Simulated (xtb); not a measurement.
xtb input (GFN2-xTB):

```bash
xtb mol.xyz --gfn 2 --sp --chrg 0 --uhf 0
```
mol.xyz:
```
18

C     -1.49086644    -1.48642131     0.54350298
C     -1.53715923    -0.14320390    -0.19886983
B     -0.15251563     0.61641535    -0.31535330
N     -0.10359829     1.99031485    -0.04594207
C      1.18781013    -0.12741452    -0.72463308
C      1.98907001    -0.59754590     0.50503714
H     -0.77093172    -2.16856129     0.08691550
H     -1.19644841    -1.35374736     1.58708875
H     -2.46267352    -1.98461084     0.53848404
H     -2.30447656     0.49714571     0.25099140
H     -1.87894993    -0.32947890    -1.22666707
H      0.73218828     2.54398025    -0.14142828
H     -0.90307902     2.52113089     0.25861849
H      0.96987096    -0.99448033    -1.35585430
H      1.82401622     0.53321485    -1.32452671
H      2.26536111     0.24628949     1.14125869
H      1.40995647    -1.28955658     1.11914338
H      2.90980562    -1.10809265     0.21411395
```

End of the output:

```
         :::::::::::::::::::::::::::::::::::::::::::::::::::::
         ::                     SUMMARY                     ::
         :::::::::::::::::::::::::::::::::::::::::::::::::::::
         :: total energy             -18.853462531001 Eh    ::
         :: gradient norm              0.024284247725 Eh/a0 ::
         :: HOMO-LUMO gap              5.654422048899 eV    ::
         ::.................................................::
         :: SCC energy               -19.125085121587 Eh    ::
         :: -> isotropic ES            0.033923545566 Eh    ::
         :: -> anisotropic ES          0.008867810186 Eh    ::
         :: -> anisotropic XC          0.010031377007 Eh    ::
         :: -> dispersion             -0.009881390781 Eh    ::
         :: repulsion energy           0.271622590586 Eh    ::
         :: add. restraining           0.000000000000 Eh    ::
         :: total charge              -0.000000000000 e     ::
         :::::::::::::::::::::::::::::::::::::::::::::::::::::

           -------------------------------------------------
          |                Property Printout                |
           -------------------------------------------------

    * Orbital Energies and Occupations

         #    Occupation            Energy/Eh            Energy/eV
      -------------------------------------------------------------
         1        2.0000           -0.5923133             -16.1177
       ...           ...                  ...                  ...
         6        2.0000           -0.5155799             -14.0296
         7        2.0000           -0.5040715             -13.7165
         8        2.0000           -0.4833792             -13.1534
         9        2.0000           -0.4738494             -12.8941
        10        2.0000           -0.4680080             -12.7351
        11        2.0000           -0.4612667             -12.5517
        12        2.0000           -0.4434095             -12.0658
        13        2.0000           -0.4352654             -11.8442
        14        2.0000           -0.4220222             -11.4838
        15        2.0000           -0.4175650             -11.3625
        16        2.0000           -0.4027088             -10.9583
        17        2.0000           -0.3993853             -10.8678
        18        2.0000           -0.3758974             -10.2287 (HOMO)
        19                         -0.1681012              -4.5743 (LUMO)
        20                          0.0520523               1.4164
        21                          0.1245880               3.3902
        22                          0.1421428               3.8679
        23                          0.1523797               4.1465
        24                          0.1610764               4.3831
        25                          0.1724000               4.6912
        26                          0.1809716               4.9245
        27                          0.1951223               5.3095
        28                          0.2075275               5.6471
        29                          0.2097251               5.7069
       ...                                ...                  ...
        36                          0.5127422              13.9524
      -------------------------------------------------------------
                  HL-Gap            0.2077962 Eh            5.6544 eV
             Fermi-level           -0.2719993 Eh           -7.4015 eV

     #   Z          covCN         q      C6AA      α(0)
     1   6 C        3.748    -0.094    22.358     6.744
     2   6 C        3.720    -0.137    23.260     6.888
     3   5 B        2.639     0.256    17.877     7.135
     4   7 N        2.561    -0.328    28.462     7.923
     5   6 C        3.720    -0.137    23.252     6.887
     6   6 C        3.748    -0.093    22.351     6.743
     7   1 H        0.924     0.029     2.594     2.519
     8   1 H        0.924     0.022     2.708     2.574
     9   1 H        0.924     0.022     2.703     2.571
    10   1 H        0.924     0.014     2.834     2.633
    11   1 H        0.923     0.027     2.622     2.533
    12   1 H        0.860     0.156     1.359     1.826
    13   1 H        0.860     0.154     1.377     1.838
    14   1 H        0.924     0.021     2.713     2.576
    15   1 H        0.924     0.015     2.808     2.620
    16   1 H        0.924     0.021     2.725     2.582
    17   1 H        0.924     0.028     2.613     2.528
    18   1 H        0.924     0.024     2.677     2.559

 Mol. C6AA /au·bohr⁶  :       2240.872948
 Mol. C8AA /au·bohr⁸  :      48073.087631
 Mol. α(0) /au        :         71.678968

Wiberg/Mayer (AO) data.
largest (>0.10) Wiberg bond orders for each atom

 ---------------------------------------------------------------------------
     #   Z sym  total        # sym  WBO       # sym  WBO       # sym  WBO
 ---------------------------------------------------------------------------
     1   6 C    3.997 --     2 C    1.012     8 H    0.989     9 H    0.988
                             7 H    0.987
     2   6 C    3.971 --     1 C    1.012     3 B    0.992    10 H    0.977
                            11 H    0.958
     3   5 B    3.447 --     4 N    1.386     2 C    0.992     5 C    0.986
     4   7 N    3.358 --     3 B    1.386    13 H    0.960    12 H    0.960
     5   6 C    3.973 --     6 C    1.003     3 B    0.986    14 H    0.976
                            15 H    0.975
     6   6 C    3.997 --     5 C    1.003    16 H    0.990    17 H    0.988
                            18 H    0.987
     7   1 H    0.999 --     1 C    0.987
     8   1 H    1.000 --     1 C    0.989
     9   1 H    0.999 --     1 C    0.988
    10   1 H    1.000 --     2 C    0.977
    11   1 H    0.999 --     2 C    0.958
    12   1 H    0.975 --     4 N    0.960
    13   1 H    0.976 --     4 N    0.960
    14   1 H    1.000 --     5 C    0.976
    15   1 H    1.000 --     5 C    0.975
    16   1 H    1.000 --     6 C    0.990
    17   1 H    0.999 --     6 C    0.988
    18   1 H    0.999 --     6 C    0.987
 ---------------------------------------------------------------------------

Topologies differ in total number of bonds
Writing topology from bond orders to xtbtopo.mol

molecular dipole:
                 x           y           z       tot (Debye)
Note: The following floating-point exceptions are signalling: IEEE_UNDERFLOW_FLAG IEEE_DENORMAL
normal termination of xtb
 q only:       -0.016       0.590       0.018
   full:       -0.007       0.655       0.051       1.669
molecular quadrupole (traceless):
                xx          xy          yy          xz          yz          zz
 q only:       -2.239      -0.269       3.187       0.253       0.142      -0.948
  q+dip:       -1.362       0.020       4.047      -0.483       1.072      -2.685
   full:       -1.850      -0.122       3.717      -0.056       0.555      -1.867

           -------------------------------------------------
          | TOTAL ENERGY              -18.853462531001 Eh   |
          | GRADIENT NORM               0.024284247725 Eh/α |
          | HOMO-LUMO GAP               5.654422048899 eV   |
           -------------------------------------------------

------------------------------------------------------------------------
------------------------------------------------------------------------
 total:
 SCF:
```
